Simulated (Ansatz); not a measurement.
Reaction (hydrogenolysis of the Si–C bond): `BO[SiH2]C` + H₂ → `BO[SiH3]` + CH₄

Calculated with Ansatz (gas phase, PBE0-D4/def2-TZVP geometries, no zero-point term in ΔE). CCSD(T)/CBS adds triple-zeta CCSD(T) − MP2 to the extrapolated MP2 energy (def2 sets, frozen cores). This one scheme is used for every species. DFT in def2-TZVPP. B3LYP here is the variant with VWN-RPA as its local correlation; programs differ in this. One conformer a species, not always the lowest.

Problem. Is it downhill or uphill in electronic energy at CCSD(T)/CBS, and by how much? (Estimate.)

Solution. Ansatz gave: Downhill: ΔE = -17.3 kJ/mol.

Problem. What do these levels give: PBE-D4, BHLYP-D4, ωB97X-V, ωB97M-V, B2PLYP, PBE-QIDH, PBE0, B3LYP, SCS-MP2/def2-TZVPP, CCSD(T)/def2-TZVPP, MP2/def2-QZVPP, MP2/CBS(def2)? (Estimate.)

Solution. Computed: PBE-D4 -14.6, BHLYP-D4 -24.4, ωB97X-V -19.5, ωB97M-V -16.9, B2PLYP -23.9, PBE-QIDH -19.3, PBE0 -21.4, B3LYP -28.0, SCS-MP2/def2-TZVPP -21.9, CCSD(T)/def2-TZVPP -20.1, MP2/def2-QZVPP -14.1, MP2/CBS(def2) -13.0 kJ/mol.

Problem. What do rigid-rotor, harmonic-oscillator terms from PBE0-D4/def2-TZVP frequencies (298.15 K, 1 bar) make of the CCSD(T)/CBS value? (An estimate is asked.)

Solution. Computed: ΔZPE = +15.0 kJ/mol, ΔH = -5.1 kJ/mol, ΔS = 17 J/(mol·K), ΔG = -10.2 kJ/mol.

Largest T1 diagnostic among the species: 0.013.

Leaving LDA and LC-ωPBE aside and taking each functional with its dispersion term where it has one, the values, not all of them listed here, spread over 13.0 kJ/mol, from BHLYP-D4 to revPBE-D4. LDA lies +6.8 kJ/mol from PBE without D4. In def2-TZVPP, CCSD(T) changes the Hartree–Fock value by +20.3 kJ/mol (the triples alone add +3.7 kJ/mol) and MP2 by +24.7 kJ/mol. The D4 term adds +7.5 kJ/mol with B3LYP and +4.2 kJ/mol with PBE0; it sums over pairs of atoms, weighted by their polarisabilities, and B3LYP, whose exchange is more repulsive, gets the larger term.
